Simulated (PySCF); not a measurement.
## Ionisation energy of Kr²⁷⁺ by level of theory

Kr²⁷⁺ [He] 2s2 2p5 (2P) → Kr²⁸⁺ [He] 2s2 2p4 (3P), as a difference of total energies. Calculation: PySCF 2.14, in an uncontracted even-tempered set (18 s from 7.6 bohr⁻², ratio 2.2; 11 p from 9.8 bohr⁻², ratio 2.2; 6 d from 46 bohr⁻², ratio 2.4; 5 f from 68 bohr⁻², ratio 2.4; 5 g from 100 bohr⁻², ratio 2.4); no relativity, point nucleus. Correlated levels: nothing frozen; virtual orbitals above 40 to 60 times the deepest correlated orbital energy dropped. The calculations carry no spin-orbit coupling.

| method | ionisation energy (eV) |
| --- | --- |
| UHF | 3061.5 |
| LDA | 3060.8 |
| PBE | 3062.0 |
| PBE0 | 3062.4 |
| r2SCAN | 3064.2 |
| B3LYP | 3063.0 |
| BLYP | 3062.6 |
| MP2 (all electrons) | 3063.2 |
| SCS-MP2 (all electrons) | 3063.1 |

Spin-orbit coupling is strong in these open shells (close to jj coupling). The scalar numbers leave it out and a first-order estimate fails, so it can dominate the gap to the real levels.

All relativistic terms are absent from these numbers, so their closeness to the reference says little about the methods.

For comparison: 3072 ± 5 eV (semi-empirical (NIST evaluation); NIST Atomic Spectra Database, ionization energies).
